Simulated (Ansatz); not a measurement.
CH8GeN2 (`N[CH2][GeH2][NH2]`), relaxed with RKS PBE-D4/def2-SVP in Ansatz from a rough embedded geometry. The force threshold is 0.03 eV/Å; the program also tests the step.

The species carries charge 0 and has multiplicity 1.

Start:

```xyz
12

N    -0.265    1.324    1.440
C     0.255    0.858    0.207
Ge   -0.254   -0.980    0.013
N     0.401   -1.748   -1.547
H     0.101    2.365    1.557
H    -1.304    1.444    1.407
H     1.356    0.891    0.216
H    -0.146    1.409   -0.617
H    -1.860   -1.114    0.022
H     0.281   -1.832    1.201
H     1.419   -1.533   -1.565
H     0.017   -1.084   -2.334
```

Task: How much energy does the relaxation release, and in how many steps? (Estimate.)

Result: The calculation gave: 0.49 eV, in 5 steps.

Task: Which bonds change most? (An estimate is asked.)

Result: The calculation gave: N1–H5 from 1.110 to 1.029 Å; C2–Ge3 from 1.916 to 1.992 Å; N4–H12 from 1.099 to 1.028 Å; Ge3–H9 from 1.612 to 1.557 Å.

Task: Give the relaxed structure. (An estimate is asked.)

Result: The calculation gave: 
```xyz
12

N    -0.363    1.416    1.487
C     0.282    0.943    0.265
Ge   -0.200   -0.973    0.009
N     0.322   -1.756   -1.600
H    -0.053    2.368    1.724
H    -1.380    1.478    1.350
H     1.386    0.976    0.394
H     0.059    1.511   -0.676
H    -1.753   -1.081    0.053
H     0.432   -1.826    1.140
H     1.342   -1.772   -1.724
H    -0.074   -1.284   -2.422
```
